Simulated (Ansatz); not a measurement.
```tsv
atom	x (Å)	y (Å)	z (Å)
H	2.1850	0.0000	0.4255
H	1.0925	1.8923	0.4255
H	-1.0925	1.8923	0.4255
H	-2.1850	0.0000	0.4255
H	-1.0925	-1.8923	0.4255
H	1.0925	-1.8923	0.4255
H	2.1850	0.0000	-0.4255
H	1.0925	1.8923	-0.4255
H	-1.0925	1.8923	-0.4255
H	-2.1850	0.0000	-0.4255
H	-1.0925	-1.8923	-0.4255
H	1.0925	-1.8923	-0.4255
```

Basis set: def2-SVP (spherical functions). All electrons are correlated. Charge 0, multiplicity 1.

Computed with Ansatz (development build ahead of 0.2.0); each method stands on the lowest determinant of its kind that the runs found. Restricted open shells among the atoms or ions are ROHF, correlated in semicanonical orbitals with singles.

**Question.** Give the atomization energy at this shape (free ground-state atoms in the same class of orbitals less the molecule, no zero-point energy) of singlet H12 by RHF-MP2, RHF.

**Answer.**

```json
{"method": "RHF-MP2", "atomization energy": "540.51 kcal/mol"}
{"method": "RHF", "atomization energy": "432.54 kcal/mol"}
```

Caution: stretched shape with no unrestricted run beside it, a lower state can exist. Caution for RHF-MP2: bonds are stretched, where a single reference can fail.
